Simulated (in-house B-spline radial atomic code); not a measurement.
Whole-atom quantities along the 52-electron series, configuration [Kr] 4d10 4f4 5s2. Breit and QED terms are first order and not part of the total energy; the density at the nucleus is averaged over the nuclear charge. Computed with a B-spline radial code for spherical atoms: Dirac-Hartree-Fock, average of the configuration, finite nuclei.

| ion | Z | E/Z² (Eh) | Σ<r²> (bohr²) | n(0)/Z³ (bohr⁻³) | Lamb diamagnetic shielding (ppm) | repulsion over attraction | Breit energy (eV) | self-energy (eV) | vacuum polarisation (eV) | Dirac less non-relativistic energy (Eh) |
| --- | --- | --- | --- | --- | --- | --- | --- | --- | --- | --- |
| Sm10+ | 62 | -2.7062 | 15.772 | 2.1046 | 7208.17 | 0.13881 | 249.1 | 196.77 | -29.893 | -394.41 |
| Eu11+ | 63 | ? | ? | ? | ? | ? | ? | ? | ? | ? |
| Gd12+ | 64 | -2.7425 | 13.625 | 2.2474 | 7534.64 | 0.13556 | 277.81 | 221.11 | -34.558 | -454.12 |
| Tb13+ | 65 | ? | ? | ? | ? | ? | ? | ? | ? | ? |
| Dy14+ | 66 | -2.7779 | 11.942 | 2.4049 | 7866.05 | 0.13231 | 308.82 | 247.78 | -39.839 | -520.85 |
| Ho15+ | 67 | -2.7954 | 11.228 | 2.4964 | 8033.81 | 0.1307 | 325.23 | 262.04 | -42.738 | -557.06 |

Task: Fill in the row of Eu11+.

Result: E/Z² (Eh): -2.7244; Σ<r²> (bohr²): 14.627; n(0)/Z³ (bohr⁻³): 2.1752; Lamb diamagnetic shielding (ppm): 7370.83; repulsion over attraction: 0.13718; Breit energy (eV): 263.17; self-energy (eV): 208.66; vacuum polarisation (eV): -32.153; Dirac less non-relativistic energy (Eh): -423.43.

Task: Fill in the row of Tb13+.

Result: E/Z² (Eh): -2.7603; Σ<r²> (bohr²): 12.736; n(0)/Z³ (bohr⁻³): 2.3398; Lamb diamagnetic shielding (ppm): 7699.76; repulsion over attraction: 0.13393; Breit energy (eV): 293.02; self-energy (eV): 234.14; vacuum polarisation (eV): -37.127; Dirac less non-relativistic energy (Eh): -486.62.

Task: With what power of Z does the column «self-energy (eV)» change over this range?

Result: A fit of the logarithm of its size against log Z from Z = 62 to 67 has slope 3.69. One-loop self-energy scales as Z⁴F(Zα), with F falling from low Z to about Z = 90.
